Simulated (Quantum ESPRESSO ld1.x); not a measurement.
Values are calculated unless marked as measured or tabulated.
Problem. Ni XIII, configuration [Ne] 3s2 3p3 4p1 (not the ground configuration). Code: ld1.x of Quantum ESPRESSO 7.5. Model: scalar-relativistic Kohn-Sham, LDA (Slater exchange, Perdew-Wang correlation), spin-polarised, spherical densities, point nucleus; open shells are filled with parallel spins first. Some entries of the table are withheld. Estimate them.

orbital,occ.,eigenvalue (eV),<1/r> (bohr^-1),<r> (bohr)
1s up,1,-8580.76,28.04,0.05418
1s down,1,-8577.81,28.05,0.05417
2s up,1,-1359.19,6.095,0.2439
2s down,1,-1356.34,6.100,0.2436
2p up,3,-1225.66,(1),0.2139
2p down,3,-1222.21,(2),0.2137
3s up,1,-429.184,2.241,0.6443
3s down,1,-419.450,2.231,0.6466
3p up,3,-388.214,2.157,0.6403
3p down,0,-378.500,2.149,0.6429
4p up,1,-184.336,1.055,(3)
4p down,0,-178.834,1.045,(4)

Solution. 
(1) 2p up <1/r> (bohr^-1): 5.986
(2) 2p down <1/r> (bohr^-1): 5.987
(3) 4p up <r> (bohr): 1.333
(4) 4p down <r> (bohr): 1.348
